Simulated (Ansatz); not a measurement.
Stepwise reaction of `[OH][Ga]([OH])[SH]` with hydrogen, as a gas-phase model of exchange steps in deposition or etching. ΔE in kJ/mol.

Computed with Ansatz on PBE0-D4/def2-TZVP structures; ΔE is electronic, products minus reactants. CCSD(T)/CBS is the MP2 limit (def2-TZVPP, def2-QZVPP) plus CCSD(T) − MP2 in def2-TZVPP, frozen cores. This one scheme is used for every species. DFT in def2-TZVPP. B3LYP here is the variant with VWN-RPA as its local correlation; programs differ in this. For Ga outer-core shells are correlated without core-valence functions, which leaves a few kJ/mol of doubt a bond. Scalar relativity is left out up to krypton. One conformer a species, not always the lowest.

```csv
step,reaction,PBE-D4,B3LYP-D4,ωB97M-V,CCSD(T)/CBS
1,`[OH][Ga]([OH])[SH]` + H₂ → `[OH][GaH][SH]` + H₂O,31.0,33.4,31.0,33.7
```

(1) Give the row of step 2, `[OH][GaH][SH]` + H₂ → `[SH][GaH2]` + H₂O. (Estimate.)

(2) By hand: ΔE of the 2 steps together at CCSD(T)/CBS.

Answers

(1) The calculation gave: 
| step | reaction | PBE-D4 | B3LYP-D4 | ωB97M-V | CCSD(T)/CBS |
| --- | --- | --- | --- | --- | --- |
| 2 | `[OH][GaH][SH]` + H₂ → `[SH][GaH2]` + H₂O | 40.9 | 42.0 | 39.6 | 41.8 |

(2) (33.7) + (41.8) = 75.5 kJ/mol, or 37.8 kJ/mol a step.

In ΔE each step is higher than the one before. All are uphill at CCSD(T)/CBS. PBE-D4 differs from CCSD(T)/CBS by -2.7 to -0.9 kJ/mol a step. Isolated molecules leave out the surface, adducts and barriers. Largest T1 diagnostic: 0.014.
